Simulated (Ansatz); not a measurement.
Mulliken charges of CH4N2OSi, SMILES `N=C1N[SiH2]O1` from PBE/def2-TZVPP in Ansatz (PBE0-D4/def2-TZVP geometry).

| atom | x (Å) | y (Å) | z (Å) | charge (e) |
| --- | --- | --- | --- | --- |
| N1 | 0.104 | 1.713 | -1.229 | -0.255 |
| C2 | -0.005 | 0.703 | -0.498 | 0.181 |
| N3 | 0.976 | -0.168 | -0.046 | -0.296 |
| Si4 | -0.232 | -1.066 | 0.786 | 0.484 |
| O5 | -1.152 | 0.156 | 0.076 | -0.325 |
| H6 | -0.798 | 2.148 | -1.387 | 0.165 |
| H7 | 1.945 | -0.064 | -0.280 | 0.162 |
| H8 | -0.537 | -2.429 | 0.295 | -0.058 |
| H9 | -0.213 | -1.040 | 2.266 | -0.058 |

Task: By hand: the dipole of these point charges (1 e Å = 4.8032 D).

Result: Σ q r = (0.173, -0.281, 0.170) e Å, of length 0.371 e Å = 1.78 D.

Task: How does the dipole of the full density compare? (An estimate is asked.)

Result: The calculation gave: (0.126, -0.488, 0.323) e Å, 2.88 D; the point charges give 0.62 times that, at 16° from its direction.

Point charges leave out the atoms' own dipoles, such as those of lone pairs, and Mulliken's split depends on the basis, so the two needn't agree.
